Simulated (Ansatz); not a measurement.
Q: Name a neutral molecule of C, Cl, Si and H with HOMO–LUMO gap (PBE0/def2-TZVPP) between 7.25 and 7.55 eV and HOMO–LUMO gap (B3LYP/def2-TZVPP) between 7.00 and 7.30 eV (Ansatz, PBE0-D4/def2-TZVP geometry).

A: `Cl[SiH]1CC1` (7.50 eV, 7.06 eV); `CC#C[SiH2]Cl` (7.48 eV, 7.06 eV); `[SiH3][SiH2]CCl` (7.43 eV, 7.02 eV); `ClC1C[SiH2][SiH2]1` (7.43 eV, 7.01 eV). Other molecules can fit too; these were computed, each in one conformer that needn't be the lowest.

B3LYP here is the variant with VWN-RPA as its local correlation; programs differ in this.
